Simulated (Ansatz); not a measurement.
Stepwise reaction of `[SiH3][O][Mg][O][SiH3]` with hydrogen sulfide, as a gas-phase model of exchange steps in deposition or etching. ΔE in kJ/mol.

Computed with Ansatz on PBE0-D4/def2-TZVP structures; ΔE is electronic, products minus reactants. CBS: MP2 limit from def2 TZ/QZ plus the TZ coupled-cluster correction, frozen cores. This one scheme is used for every species. Functionals use def2-TZVPP. B3LYP here is the variant with VWN-RPA as its local correlation; programs differ in this. For Mg outer-core shells are correlated without core-valence functions, which leaves a few kJ/mol of doubt a bond. Each species was taken in one conformer, which may not be the lowest.

| step | reaction | PBE-D4 | B3LYP-D4 | ωB97M-V | CCSD(T)/CBS |
| --- | --- | --- | --- | --- | --- |
| 2 | `[SiH3][O][Mg][SH]` + H₂S → `[SH][Mg][SH]` + `O[SiH3]` | 12.7 | 23.4 | 20.0 | 26.5 |

Problem. Give the row of step 1, `[SiH3][O][Mg][O][SiH3]` + H₂S → `[SiH3][O][Mg][SH]` + `O[SiH3]`. (Estimate.)

Solution. Computed: 
```csv
step,reaction,PBE-D4,B3LYP-D4,ωB97M-V,CCSD(T)/CBS
1,`[SiH3][O][Mg][O][SiH3]` + H₂S → `[SiH3][O][Mg][SH]` + `O[SiH3]`,11.8,22.4,18.7,27.3
```

Problem. By hand: ΔE of the 2 steps together at CCSD(T)/CBS.

Solution. (27.3) + (26.5) = 53.8 kJ/mol, or 26.9 kJ/mol a step.

In ΔE the steps differ by no more than 0.8 kJ/mol. All are uphill at CCSD(T)/CBS. PBE-D4 differs from CCSD(T)/CBS by -15.5 to -13.8 kJ/mol a step. Isolated molecules leave out the surface, adducts and barriers. Largest T1 diagnostic: 0.011.
